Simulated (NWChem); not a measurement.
**Basis-set convergence for HAlCl$_{2}$**

SMILES: [Cl][AlH][Cl]
```xyz
4

Al     0.0000     0.0000     0.7323
H      0.0000     0.0000     2.3106
Cl    -1.8082     0.0000    -0.3479
Cl     1.8082     0.0000    -0.3479
```
Charge 0, spin multiplicity 1.

Everything below was run with NWChem. The geometry was optimised at PBE/def2-SVP, a minimum by its harmonic frequencies.

Quantity: dipole moment at the level B3LYP.

B3LYP has NWChem's definition, with VWN1-RPA local correlation. The Pople sets run with spherical d functions. The structure started from a generated list of species.

```tsv
basis	functions	dipole moment (D)
STO-3G	28	2.44
6-31G*	56	…
def2-SVP	59	1.03
6-31+G*	68	…
6-311G**	84	…
def2-SVPD	86	1.19
def2-TZVP	117	1.08
def2-TZVPP	140	1.08
def2-TZVPD	144	1.13
cc-pVQZ	207	1.14
```

What belongs in the gaps?


- 6-31G*, dipole moment (D): 1.34
- 6-31+G*, dipole moment (D): 1.39
- 6-311G**, dipole moment (D): 1.48
